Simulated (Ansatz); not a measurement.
`N[Si](F)([SiH3])S` + `CN[SiH3]` → `CN([SiH3])[SiH3]` + `N[SiH](F)S`  (cleavage of the Si–Si bond)

Calculated with Ansatz (gas phase, PBE0-D4/def2-TZVP geometries, no zero-point term in ΔE). CBS: MP2 limit from def2 TZ/QZ plus the TZ coupled-cluster correction, frozen cores. DFT in def2-TZVPP. B3LYP here is the variant with VWN-RPA as its local correlation; programs differ in this. Each species was taken in one conformer, which may not be the lowest.

| level | ΔE (eV) |
| --- | --- |
| r2SCAN-D4 | -0.56 |
| ωB97X-V | -0.59 |
| ωB97M-V | -0.66 |
| B3LYP | -0.56 |
| MP2/def2-TZVPP | -0.75 |
| CCSD(T)/def2-TZVPP | -0.66 |
| MP2/def2-QZVPP | -0.74 |
| HF/CBS(def2) | -0.76 |

What does CCSD(T)/CBS give? (Estimate.)

Ansatz gave: -0.64 eV. The listed levels differ from it by 0.08, 0.05, -0.02, 0.08, -0.11, -0.02, -0.10, -0.12 eV.

Largest T1 diagnostic among the species: 0.012.

From PBE to PBE0 (25 % exact exchange), in def2-TZVPP and without D4, ΔE moves by −0.08 eV.
